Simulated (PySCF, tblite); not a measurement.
Compound: C5H5OS2 (charge -1).
Atom-mapped SMILES: `[OH:1][CH2:2][c:3]1[cH:4][cH:5][s:6][c:7]1[S-:8]` (hydrogens: H9 on O1; H10, H11 on C2; H12 on C4; H13 on C5)
Bond orders are those of one Lewis drawing.

Computed with GFN2-xTB (tblite), gas phase: Langevin dynamics at 400 K from the optimised GFN2-xTB geometry, time step 0.5 fs, friction 0.01 fs⁻¹, 2000 steps. Over the second half of the run the saved frames average 391 K.

Frame at 250 fs, instantaneous temperature 465 K:
```
atom  x, y, z in Å
O1     -2.642   -0.625   -0.275
C2     -1.725   -0.903    0.705
C3     -0.376   -0.217    0.396
C4      0.841   -0.924    0.333
C5      1.941   -0.226   -0.022
S6      1.518    1.501   -0.225
C7     -0.231    1.103    0.140
S8     -1.567    2.186   -0.089
H9     -2.416    0.302   -0.479
H10    -1.759   -1.970    0.980
H11    -2.037   -0.423    1.767
H12     0.814   -2.037    0.329
H13     3.011   -0.470    0.102
```

Frame at 425 fs, instantaneous temperature 309 K:
```
atom  x, y, z in Å
O1     -2.699   -1.486   -0.061
C2     -2.013   -1.129    1.083
C3     -0.748   -0.452    0.909
C4      0.542   -1.003    1.160
C5      1.530   -0.195    0.766
S6      1.051    1.231    0.006
C7     -0.620    0.782    0.209
S8     -1.794    1.808   -0.405
H9     -3.012   -0.739   -0.465
H10    -2.044   -2.120    1.621
H11    -2.644   -0.414    1.588
H12     0.764   -1.930    1.687
H13     2.604   -0.460    0.848
```

Frame at 625 fs, instantaneous temperature 342 K:
```
atom  x, y, z in Å
O1     -2.558   -1.965    0.267
C2     -1.716   -1.442    1.254
C3     -0.642   -0.527    0.859
C4      0.733   -0.795    0.946
C5      1.551    0.225    0.495
S6      0.607    1.480   -0.231
C7     -0.896    0.661    0.298
S8     -2.259    1.509    0.005
H9     -3.174   -1.359   -0.160
H10    -1.294   -2.374    1.807
H11    -2.440   -0.956    1.995
H12     1.076   -1.558    1.609
H13     2.609    0.169    0.286
```

Frame at 800 fs, instantaneous temperature 414 K:
```
atom  x, y, z in Å
O1     -2.232   -2.064    0.439
C2     -1.486   -1.313    1.455
C3     -0.682   -0.201    0.869
C4      0.727   -0.407    0.706
C5      1.365    0.498   -0.085
S6      0.272    1.690   -0.667
C7     -1.097    0.900    0.160
S8     -2.772    1.382    0.253
H9     -3.000   -1.607    0.057
H10    -0.772   -1.986    1.838
H11    -2.224   -1.072    2.171
H12     1.167   -1.378    1.000
H13     2.415    0.678   -0.267
```

Frame at 1000 fs, instantaneous temperature 539 K:
```
atom  x, y, z in Å
O1     -2.657   -2.013    0.829
C2     -1.485   -1.700    1.515
C3     -0.612   -0.637    0.875
C4      0.732   -0.793    0.470
C5      1.128    0.305   -0.195
S6      0.007    1.581   -0.445
C7     -1.205    0.503    0.432
S8     -2.807    0.883    0.642
H9     -3.268   -1.266    1.043
H10    -0.767   -2.600    1.489
H11    -1.558   -1.444    2.624
H12     1.462   -1.407    0.956
H13     2.159    0.453   -0.364
```

**Question.** What do single points at PBE0/pcSseg-1 (PySCF, gas phase) give on these frames?

**Answer.** 
```csv
t (fs),GFN2-xTB E above start (eV),DFT E above lowest frame (eV),HOMO (eV),LUMO (eV)
250,0.61,0.00,-0.85,3.68
425,0.65,0.05,-0.41,4.17
625,0.65,0.19,-0.44,3.99
800,0.68,0.12,-0.49,3.93
1000,0.75,0.27,-0.44,4.00
```

The two levels order the frames alike by energy but for pairs within 0.08 eV at one level; measured from each level's lowest frame they differ by 0.15 eV at most. The HOMO–LUMO gap runs from 4.42 to 4.58 eV. These are instantaneous structures, not minima.

**Question.** And the isotropic GIAO shieldings (ppm) from the same runs?

**Answer.** 
```csv
atom,250 fs,425 fs,625 fs,800 fs,1000 fs,mean,range
O1,308.2,325.0,306.1,303.3,298.6,308.2,26.4
C2,114.0,125.3,115.9,119.2,117.2,118.3,11.3
C3,52.6,52.0,64.4,45.4,52.6,53.4,19.0
C4,55.2,55.9,51.6,48.7,57.2,53.7,8.5
C5,69.9,84.7,76.9,81.0,70.6,76.6,14.8
S6,196.8,289.5,219.0,245.6,257.1,241.6,92.7
C7,-3.6,-1.2,-0.8,-8.5,-5.7,-4.0,7.7
S8,474.7,489.7,503.7,437.6,469.3,475.0,66.1
H9,23.9,30.7,28.9,28.1,24.5,27.2,6.8
H10,27.0,26.9,26.5,28.4,26.5,27.1,1.9
H11,25.1,26.4,25.2,26.8,26.1,25.9,1.7
H12,25.2,25.4,26.0,25.1,25.8,25.5,0.9
H13,25.7,26.6,26.7,26.4,27.1,26.5,1.4
```

What follows is the cost of the whole dynamics run. On one thread of an Arm Neoverse V1, shared host with 32 logical CPUs at a one-minute load of 17, this took 14 s of wall time and 0.19 GiB of memory at its peak.
